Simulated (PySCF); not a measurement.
Calculation: PySCF with TPSSh-D3(BJ)/def2-TZVP // PBE-D3(BJ)/def2-SVP. All species are isolated molecules in the gas phase. One relaxed conformer stands for a flexible species; it need not be the lowest. 

Reference species: [Hf(Cl)4] (neutral, multiplicity 1).

| Quantity | Value |
|---|---|
| HOMO–LUMO gap | 6.31 eV |
| coordination number | 4 |
| charge on the central atom (Mulliken) | 1.27 e |

Changed species: [Hf(Cl)(NH2)3] (3 of 4 Cl replaced by NH2; the reference has 0 of 4 Cl replaced by NH2).

Predict the effect on the HOMO–LUMO gap, coordination number and charge on the central atom (Mulliken).

the HOMO–LUMO gap decreases by 0.24 eV, to 6.07 eV; the coordination number hardly moves; the charge on the central atom (Mulliken) rises by 0.10 e, to 1.37 e.
